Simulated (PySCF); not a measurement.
**Towards the basis-set limit for GeH⁻**

State: ³Σ⁻, triplet, unpaired electrons π ↑↑. De refers to Ge⁻ + H. ROHF-based CCSD(T) in PySCF 2.14 with Ge aug-cc-pwCVDZ-PP with ECP10, H aug-cc-pVDZ and Ge aug-cc-pwCVTZ-PP with ECP10, H aug-cc-pVTZ (frozen core orbitals: 4; scalar-relativistic core potentials). Correlation energies are extrapolated as n⁻³ (n = 2, 3), Hartree–Fock as (n+1)·exp(−9√n).

```
      Level  Re (Å)  ωe (cm⁻¹)  ωexe (cm⁻¹)  αe (cm⁻¹)  De (eV)
 CCSD(T)/DZ  1.6268     1670.7         40.7      0.239    2.633
 CCSD(T)/TZ  1.6176     1700.1         39.0      0.235    2.772
     HF/CBS  1.6168     1756.9         39.4      0.224    1.776
    MP2/CBS  1.5974     1789.7         36.1      0.220    2.650
   CCSD/CBS  1.6116     1729.8         38.2      0.230    2.791
CCSD(T)/CBS  1.6145     1713.1         38.3      0.232    2.822
```

How much is left between CCSD(T)/TZ and the basis-set limit, and how much do the triples give at the limit?

CCSD(T)/CBS less CCSD(T)/TZ: -3.1 mÅ in Re, +13.0 cm⁻¹ in ωe and +0.050 eV in De. CCSD(T)/CBS less CCSD/CBS: +2.9 mÅ in Re, -16.7 cm⁻¹ in ωe and +0.031 eV in De.

The T1 diagnostic is 0.016. The state was picked by a PBE0 search and need not be the measured ground state. Spin–orbit coupling, excitations beyond (T) and corrections to the Born–Oppenheimer picture are left out.

The whole job (state search and all basis sets along the bond) took about 6.9 min on 4 threads of AMD EPYC 9R45 96-Core (shared host), peak memory 9.4 GiB.
